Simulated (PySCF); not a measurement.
Q: What does the PBE0-D3(BJ)/def2-SVP structure of `C#C[SiH]1CC1` look like in three dimensions?

A: 
```xyz
11
C4H6Si angstrom
C      2.6798   -0.8597   -0.8381
C      1.5746   -0.7763   -0.3338
Si    -0.0726   -0.6652    0.4250
C     -0.7865    1.0156    0.7664
C     -1.3980    0.2983   -0.4500
H      3.6552   -0.9309   -1.2861
H     -0.4303   -1.8186    1.2811
H     -0.1694    1.8967    0.5593
H     -1.4343    1.1507    1.6398
H     -1.1693    0.7209   -1.4344
H     -2.4410   -0.0255   -0.3617
```

Any rigid rotation of these coordinates is as good. Atoms count from 1 in this order. The 3 C–Si bonds span 1.817 Å (C2–Si3, drawn single) to 1.858 Å (Si3–C4, drawn single), a spread of 0.041 Å. The 2 C–C bonds span 1.218 Å (C1≡C2, drawn triple) to 1.539 Å (C4–C5, drawn single), a spread of 0.321 Å. Si3 (SiH silicon) has angles from 48.9° to 120.4°. The 3-membered ring Si3–C4–C5 has internal angles of 48.9° to 65.5°.

Bonds between heavy atoms (Å): C1≡C2 1.218, C2–Si3 1.817, Si3–C4 1.858, C4–C5 1.539, Si3–C5 1.858.

Computed, not measured: PBE0-D3(BJ)/def2-SVP geometry optimisation, gas phase in PySCF.

Point group: Cs (tolerance 0.08 Å). Whether it is a minimum is left open (no frequencies).
